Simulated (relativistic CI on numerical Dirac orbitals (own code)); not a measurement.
**W¹⁸⁺: sensitivity of the levels to the model**

Base calculation: Dirac-Coulomb-Breit CI, KLI orbitals optimised for each configuration, model QED, unscaled Slater integrals.

Configuration list (outside the closed core [Ar] 3d10): 4s²4p⁶4d¹⁰4f¹⁰, 4s²4p⁶4d¹⁰4f⁹5s, 4s²4p⁶4d¹⁰4f⁸5s², 4s²4p⁶4d¹⁰4f⁸5s5p, 4s²4p⁶4d¹⁰4f⁹5p, 4s²4p⁶4d⁹4f¹¹, 4s²4p⁶4d⁸4f¹², 4s²4p⁶4d¹⁰4f⁹6s, 4s²4p⁶4d¹⁰4f⁹5f, 4s²4p⁵4d¹⁰4f¹¹, 4s²4p⁶4d¹⁰4f⁹7s, 4s²4p⁴4d¹⁰4f¹², 4p⁶4d¹⁰4f¹². Levels of other configurations are missing.

Variants: (1) Breit term removed; (2) configuration mixing switched off. Shifts of the energy above 4s²4p⁶4d¹⁰4f¹⁰ ⁵I8, in cm⁻¹, for the lowest level and the first level of each name with at least 55 % of one term (blank where a level changes its place among those of its configuration and J or its character, or is not in the variant):

| Level | Base | Δ(1) | Δ(2) |
| --- | --- | --- | --- |
| 4s²4p⁶4d¹⁰4f¹⁰ ⁵I8 | 0.0 | 0.0 | 0.0 |
| 4s²4p⁶4d¹⁰4f¹⁰ ⁵I7 | 14916.1 | +480.3 | -4.6 |
| 4s²4p⁶4d¹⁰4f¹⁰ ⁵I6 | 23420.7 | +374.5 | +424.3 |
| 4s²4p⁶4d¹⁰4f¹⁰ ⁵I4 | 34361.1 | +177.0 | +909.8 |
| 4s²4p⁶4d¹⁰4f¹⁰ ⁵F4 | 40252.8 | -407.8 | +3228.5 |
| 4s²4p⁶4d¹⁰4f¹⁰ ³K8 | 41549.7 | +517.0 | +125.2 |
| 4s²4p⁶4d¹⁰4f¹⁰ ⁵G6 | 45745.9 | -188.9 | +3152.1 |
| 4s²4p⁶4d¹⁰4f¹⁰ ⁵F3 | 45996.4 | -202.9 | +3152.9 |
| 4s²4p⁶4d¹⁰4f¹⁰ ⁵F1 | 48356.2 | -414.2 | +3707.8 |
| 4s²4p⁶4d¹⁰4f¹⁰ ³K7 | 54549.9 | +892.8 | +352.4 |
| 4s²4p⁶4d¹⁰4f¹⁰ ³H6 | 57645.2 | +504.3 | +2778.0 |
| 4s²4p⁶4d¹⁰4f¹⁰ ³L9 | 57992.0 | +1159.5 | -882.8 |
| 4s²4p⁶4d¹⁰4f¹⁰ ⁵G5 | 60798.5 | +405.1 | +2872.5 |
| 4s²4p⁶4d¹⁰4f¹⁰ ³K6 | 64245.1 | +1007.7 | +801.3 |
| 4s²4p⁶4d¹⁰4f¹⁰ ³M10 | 69935.5 | +1750.0 | -1552.0 |
| 4s²4p⁶4d¹⁰4f¹⁰ ³P1 | 70051.1 | +254.4 | +4047.1 |
| 4s²4p⁶4d¹⁰4f¹⁰ ³L8 | 73225.0 | +1643.9 | -643.3 |
| 4s²4p⁶4d¹⁰4f¹⁰ ³P0 | 73881.1 | +38.5 | +4524.8 |
| 4s²4p⁶4d¹⁰4f¹⁰ ¹L8 | 74965.6 | +1461.4 | -196.2 |
| 4s²4p⁶4d¹⁰4f¹⁰ ³I7 | 78164.7 | +1039.4 | +1252.5 |
| 4s²4p⁶4d¹⁰4f¹⁰ ³I6 | 81909.7 | +652.2 | +1899.0 |
| 4s²4p⁶4d¹⁰4f¹⁰ ³H5 | 82498.6 | +1361.8 | +3100.3 |

At this charge transitions that keep the count of f electrons are usually good to a few per cent. Terms inside the open d or f shell come out 10 to 20 % too wide with unscaled integrals. Levels that differ in their count of f electrons can be misplaced by several ten thousand cm⁻¹, since the correlation energy of f electrons is missing or only estimated; rates across such gaps can be off by orders of magnitude.

Ionisation energy from one configuration of each of the two ions, the ground ones as tabulated or assumed: base 459.146 eV; Breit term removed 459.053 eV. The NIST ASD value (semi-empirical) is 462.1 ± 1.4 eV.

LS names give the leading component of a level, which can be under half, so a name can repeat, a term be missing and a line seem to break the LS rules.
